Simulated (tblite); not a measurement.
Species: C₄H₇N₃O₂Si.
Cartesian coordinates in Å at the GFN2-xTB level; atoms count from 1:
```xyz
17
C4H7N3O2Si angstrom
C      3.233    1.302   -0.043
O      1.870    0.943    0.116
C      1.553   -0.306   -0.231
O      2.345   -1.111   -0.658
C      0.126   -0.594   -0.035
C     -0.551   -1.807   -0.296
N     -1.816   -1.637    0.018
N     -1.909   -0.386    0.448
Si    -3.420    0.352    1.000
N     -0.771    0.267    0.431
H      3.314    2.336    0.280
H      3.870    0.656    0.566
H      3.533    1.199   -1.089
H     -0.165   -2.728   -0.678
H     -3.644    1.503    0.131
H     -3.189    0.747    2.387
H     -4.387   -0.724    0.836
```

All values are computed: GFN2-xTB (tblite) harmonic vibrations without scaling, gas phase. Errors from tens to a few hundred cm⁻¹ against measured bands are possible. Modes of hydrogen on silicon can be 10 to 20 % off. One conformer, not necessarily the lowest. The optimisation stopped once no atom felt more than 0.01 eV/Å.

Lowest wavenumbers of the output (negative numbers stand for imaginary wavenumbers):
```
mode    cm-1
  1     -23.8
  2      36.1
  3      55.8
  4      81.7
  5      86.0
  6     144.2
  7     173.9
  8     259.1
  9     284.5
 10     357.1
 11     446.5
 12     538.5
 13     567.4
 14     582.7
 15     622.3
```

Q: Is this structure a minimum?

A: Not by this Hessian. 1 mode is imaginary beyond 20i (24i cm⁻¹), so at this level the point lies at or near a first-order saddle. The curvature is small, so loose convergence or finite differences may be the whole cause.

Q: Which atoms move in the imaginary mode?

A: 24i: H16 (Si–H hydrogen) 33 %, H15 (Si–H hydrogen) 33 %, H17 (Si–H hydrogen) 27 %. These are shares of the mass-weighted motion.

Q: What is the remedy?

A: Step along that mode in both directions, optimise again with tighter thresholds and repeat the frequencies. The zero-point energy of this point (70.2 kcal/mol) counts the 44 real modes alone, and thermal corrections from it aren't those of a minimum.

The run took 1.0 s wall on one thread of an Arm Neoverse N1, shared host with 48 logical CPUs at a one-minute load of 30. The figure is for the frequency step alone.
